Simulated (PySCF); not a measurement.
HN (SMILES [NH]), singlet, at a GFN2-xTB geometry; PySCF with MP2/6-31G.

PySCF was given this input:
```python
from pyscf import gto, scf, mp

mol = gto.Mole()
mol.atom = '''
    N    -0.000000   -0.000000   -0.127957
    H     0.000000    0.000000    0.895702
'''
mol.basis = '6-31g'
mol.charge = 0
mol.spin = 0
mol.verbose = 5
mol.build()

mf = scf.RHF(mol)
mf.kernel()

pt = mp.MP2(mf)
pt.kernel()
print('E(MP2) = %.10f' % pt.e_tot)
```

Question: Predict the main parts of the log of this PySCF run.

Answer: 
```
PySCF version 2.14.0

[INPUT] verbose = 5
[INPUT] max_memory = 4000
[INPUT] num. atoms = 2
[INPUT] num. electrons = 8
[INPUT] charge = 0
[INPUT] spin (= nelec alpha-beta = 2S) = 0
[INPUT] symmetry False subgroup None
[INPUT] Mole.unit = angstrom
[INPUT] Symbol           X                Y                Z      unit          X                Y                Z       unit  Magmom
[INPUT]  1 N      0.000000000000   0.000000000000  -0.127957000000 AA    0.000000000000   0.000000000000  -0.241803685721 Bohr   0.0
[INPUT]  2 H      0.000000000000   0.000000000000   0.895702000000 AA    0.000000000000   0.000000000000   1.692631469225 Bohr   0.0
[INPUT] ---------------- BASIS SET ----------------
[INPUT] l, kappa, [nprim/nctr], expnt,             c_1 c_2 ...
[INPUT] H
[INPUT] 0    0    [3    /1   ]  18.731137         0.0334946
                                2.8253937         0.23472695
                                0.6401217         0.81375733
[INPUT] 0    0    [1    /1   ]  0.1612778            1
[INPUT] N
[INPUT] 0    0    [6    /1   ]  4173.511          0.0018348
                                627.4579          0.013995
                                142.9021          0.068587
                                40.23433          0.232241
                                12.82021          0.46907
                                4.390437          0.360455
[INPUT] 0    0    [3    /1   ]  11.626358         -0.114961
                                2.71628           -0.169118
                                0.772218          1.145852
[INPUT] 0    0    [1    /1   ]  0.2120313            1
[INPUT] 1    0    [3    /1   ]  11.626358         0.06758
                                2.71628           0.323907
                                0.772218          0.740895
[INPUT] 1    0    [1    /1   ]  0.2120313            1

nuclear repulsion = 3.61862737145866
number of shells = 7
number of NR pGTOs = 26
number of NR cGTOs = 11
basis = 6-31g
ecp = {}

******** <class 'pyscf.scf.hf.RHF'> ********
method = RHF
initial guess = minao
damping factor = 0
level_shift factor = 0
DIIS = <class 'pyscf.scf.diis.CDIIS'>
diis_start_cycle = 1
diis_space = 8
diis_damp = 0
SCF conv_tol = 1e-09
SCF conv_tol_grad = None
SCF max_cycles = 50
direct_scf = True
direct_scf_tol = 1e-13
Set gradient conv threshold to 3.16228e-05
Initial guess from minao.
E1 = -81.66419754889463  E2 = 23.555368103091634  Ecoul = 30.06641921749049  Exc = -6.511051114398857
init E= -54.4902020743443
cond(S) = 45.82702880879562

WARN: HOMO -0.195889902187709 == LUMO -0.195889902187709

  mo_energy =
[-15.57973878  -1.11425077  -0.39331489  -0.1958899   -0.1958899
   0.22883992   0.93393413   0.93393413   0.94146397   1.06381871
   1.24586645]
E1 = -80.97716314840777  E2 = 22.536697983143945  Ecoul = 29.31569052330091  Exc = -6.778992540156963
cycle= 1 E= -54.8218377938052  delta_E= -0.332  |g|= 0.213  |ddm|= 1.33
  HOMO = -0.474100454216637  LUMO = 0.00310861575830479  gap/eV = 12.98552
  mo_energy =
[-1.57788598e+01 -1.11520012e+00 -5.91351708e-01 -4.74100454e-01
  3.10861576e-03  2.19291435e-01  8.90561600e-01  9.14884315e-01
  9.34192925e-01  1.01507841e+00  1.18960849e+00]
E1 = -81.64491904971769  E2 = 23.191521119581168  Ecoul = 30.078135693284636  Exc = -6.8866145737034685
cycle= 2 E= -54.8347705586779  delta_E= -0.0129  |g|= 0.0614  |ddm|= 0.239
  HOMO = -0.4321765899559  LUMO = 0.0491971375377831  gap/eV = 13.09885
  mo_energy =
[-15.63757163  -1.06606835  -0.54983498  -0.43217659   0.04919714
   0.23646998   0.92539611   0.96300269   0.96686795   1.04588365
   1.22975428]
E1 = -81.50230427850693  E2 = 23.04803743121036  Ecoul = 29.913418198872062  Exc = -6.865380767661701
cycle= 3 E= -54.8356394758379  delta_E= -0.000869  |g|= 0.00881  |ddm|= 0.0658
  HOMO = -0.435878416016153  LUMO = 0.0473006881451432  gap/eV = 13.14797
  mo_energy =
[-15.64517546  -1.06531295  -0.55052278  -0.43587842   0.04730069
   0.23928833   0.92265489   0.96183855   0.96452726   1.04911065
   1.23124587]
E1 = -81.51770795924007  E2 = 23.06340785860596  Ecoul = 29.9315105813515  Exc = -6.86810272274554
cycle= 4 E= -54.8356727291755  delta_E= -3.33e-05  |g|= 0.00173  |ddm|= 0.0119
  HOMO = -0.436028730299342  LUMO = 0.0475094684710924  gap/eV = 13.15774
  mo_energy =
[-15.64445201  -1.06495839  -0.55012767  -0.43602873   0.04750947
   0.23924903   0.92243177   0.96218454   0.96482322   1.0492018
   1.23141086]
E1 = -81.51734576746466  E2 = 23.063044188515825  Ecoul = 29.931116805692564  Exc = -6.86807261717674
cycle= 5 E= -54.8356742074902  delta_E= -1.48e-06  |g|= 0.000177  |ddm|= 0.00296
  HOMO = -0.436085599867503  LUMO = 0.047502454169583  gap/eV = 13.15910
  mo_energy =
[-15.64445912  -1.06496719  -0.55011428  -0.4360856    0.04750245
   0.23925003   0.92240306   0.96220332   0.96481777   1.04920503
   1.23140696]
E1 = -81.5172850221874  E2 = 23.06298342486215  Ecoul = 29.93105147282502  Exc = -6.868068047962868
cycle= 6 E= -54.8356742258666  delta_E= -1.84e-08  |g|= 3.79e-05  |ddm|= 0.0003
  HOMO = -0.43609809931017  LUMO = 0.0474941532007034  gap/eV = 13.15922
  mo_energy =
[-15.64447118  -1.06497148  -0.55011295  -0.4360981    0.04749415
   0.23925853   0.92238969   0.96219494   0.96480854   1.04921189
   1.23140707]
E1 = -81.51729820192067  E2 = 23.06299660363382  Ecoul = 29.931068978177773  Exc = -6.868072374543953
cycle= 7 E= -54.8356742268282  delta_E= -9.62e-10  |g|= 1.56e-06  |ddm|= 9.2e-05
  HOMO = -0.436098203545039  LUMO = 0.0474945182530373  gap/eV = 13.15923
  mo_energy =
[-15.64447029  -1.0649713   -0.5501127   -0.4360982    0.04749452
   0.23925879   0.92239035   0.96219523   0.96480899   1.04921229
   1.23140757]
E1 = -81.51729597998138  E2 = 23.06299438169323  Ecoul = 29.93106637963643  Exc = -6.868071997943201
Extra cycle  E= -54.8356742268295  delta_E= -1.31e-12  |g|= 5.1e-07  |ddm|= 4.38e-06
converged SCF energy = -54.8356742268295

******** <class 'pyscf.mp.mp2.RMP2'> ********
nocc = 4, nmo = 11
transform (ia|jb) incore
E(RMP2) = -54.9068528624466  E_corr = -0.0711786356171371
E(SCS-RMP2) = -54.9115621462087  E_corr = -0.0758879193791692
E_corr(same-spin) = -0.0109920500323792
E_corr(oppo-spin) = -0.0601865855847579
E(MP2) = -54.9068528624
```
